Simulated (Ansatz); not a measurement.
Coupled-cluster diagnostics for GaI₃, Ansatz.

Geometry of the singlet (r2SCAN-D4/def2-SVP):

```xyz
4

Ga    0.0000   -0.0001    0.0001
I    -1.2436   -1.1318    1.8159
I     0.2133   -1.0824   -2.2153
I     1.0304    2.2143    0.3993
```

In the def2 sets I takes a core potential; there is no spin–orbit coupling. Correlated methods freeze 21 core orbitals; core or outer-core shells of Ga, I are correlated, in sets that lack core-valence functions.

(1) Estimate the CCSD(T) correlation energy, the shares of MP2 and (T), T1 and the reference's ⟨S²⟩ for: charge 0, singlet, own geometry in def2-SVP; charge 1, doublet, vertical in def2-SVP; and the rough time on 2 threads of Intel Xeon Platinum 8488C on a shared host.

Answers

(1) 
```
                          state     basis  correlation (eV)  MP2 share (%)  (T) share (%)     T1  ⟨S²⟩ (pure)  wall time
charge 0, singlet, own geometry  def2-SVP           -15.757           95.8            3.0  0.009  0.00 (0.00)       19 s
    charge 1, doublet, vertical  def2-SVP           -15.489           93.9            3.5  0.037  0.76 (0.75)       82 s
```
Customary marks for T1 are 0.02 (closed shells), 0.045 (open shells) and about 0.05 (3d metals). T1 exceeds 0.02 in 1 of 2 rows and 0.045 in 0; the higher it lies, the less the single-reference result can be trusted.
